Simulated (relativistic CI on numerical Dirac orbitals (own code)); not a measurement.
Ir XI: q coefficients and field-shift factors

These numbers are calculated, not measured: Dirac-Coulomb-Breit CI, KLI orbitals optimised for each configuration, derivatives by finite differences, unscaled Slater integrals, QED left out (own radial code, finite nucleus).

Configuration list (outside the closed core [Kr] 4d10): 4f¹⁴5s²5p⁵, 4f¹³5s²5p⁶, 4f¹⁴5s5p⁶, 4f¹⁴5s²5p⁴5d, 4f¹⁴5s5p⁵5d, 4f¹⁴5s²5p⁴5f. Double excitations out of closed p, d and f shells are left out; levels of such configurations are missing from the list, as are those of other unlisted configurations, and high levels can miss mixing partners.

With x = (α/α₀)² − 1 an excitation energy changes as ω = ω₀ + qx; K = 2q/ω₀ is the relative enhancement. Terms are leading LS components, so labels can repeat. The field-shift factor is F = δν/δ⟨r²⟩ for the transition from the lowest level.

Lowest level 4f¹⁴5s²5p⁵ ²P°3/2.

```
             Level  ω₀ (cm⁻¹)  q (cm⁻¹)       K  F (GHz/fm²)
 4f¹⁴5s²5p⁵ ²P°1/2     127868    163300    2.55        -29.1
 4f¹³5s²5p⁶ ²F°7/2     202900   -122800   -1.21         37.7
 4f¹³5s²5p⁶ ²F°5/2     227082   -100700  -0.887           39
   4f¹⁴5s5p⁶ ²S1/2     394951    127700   0.647         -236
4f¹⁴5s²5p⁴5d ⁴D3/2     409924     12100   0.059           12
4f¹⁴5s²5p⁴5d ⁴D5/2     412240     16810  0.0816         11.8
4f¹⁴5s²5p⁴5d ²P1/2     419644     29660   0.141        -8.87
4f¹⁴5s²5p⁴5d ⁴D7/2     420844     21740   0.103         12.2
4f¹⁴5s²5p⁴5d ⁴F9/2     435055     27530   0.127         13.8
4f¹⁴5s²5p⁴5d ²F7/2     435274     20790  0.0955         13.2
4f¹⁴5s²5p⁴5d ²D3/2     448698     18460  0.0823           12
4f¹⁴5s²5p⁴5d ²D5/2     475277     33250    0.14         13.2
4f¹⁴5s²5p⁴5d ⁴P1/2     480028    102400   0.427        -93.9
```

At this charge transitions that keep the count of f electrons are usually good to a few per cent. Levels and lines within the n = 5 or 6 shells can be off by up to 10 % or somewhat more, and those that change n by about 2 %, since core polarisation is missing. Levels that differ in their count of f electrons can be misplaced by several ten thousand cm⁻¹, since the correlation energy of f electrons is missing or only estimated; rates across such gaps can be off by orders of magnitude.
